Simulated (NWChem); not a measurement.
Molecule: C$_{2}$H$_{3}$BF$_{2}$O; SMILES O=CB(F)CF

```xyz
9

O     -1.3448     1.5332    -0.4284
C     -0.7658     1.0102     0.5132
B      0.5508     0.2040     0.1215
F      1.6993     0.8641    -0.0002
C      0.5065    -1.3235    -0.2570
F     -0.7257    -1.8827     0.0920
H     -1.1746     1.1069     1.5461
H      1.3075    -1.8838     0.2486
H      0.6655    -1.4615    -1.3380
```
Atoms are numbered in this order, from 1.

All runs: NWChem. Medium grid unless said otherwise, to which SCAN and Minnesota functionals are sensitive. The geometry was optimised at B3LYP/6-31G* (spherical d). Total energies of different functionals are on different scales.

```
level                   energy (Ha)  highest occupied level (eV)  orbital gap (eV)  dipole (D)
----------------------  -----------  ---------------------------  ----------------  ----------
PBE/def2-TZVP             -377.5496                        -5.92              3.07        2.36
B3LYP/def2-TZVP           -377.9662                        -7.29              5.36        2.58
BLYP/def2-TZVP            -377.8953                        -5.87              3.15        2.41
Hartree-Fock/def2-TZVP    -376.0935                       -11.52             13.83        3.03
M06-2X/def2-TZVP          -377.8167                        -9.08              8.55        2.66
```
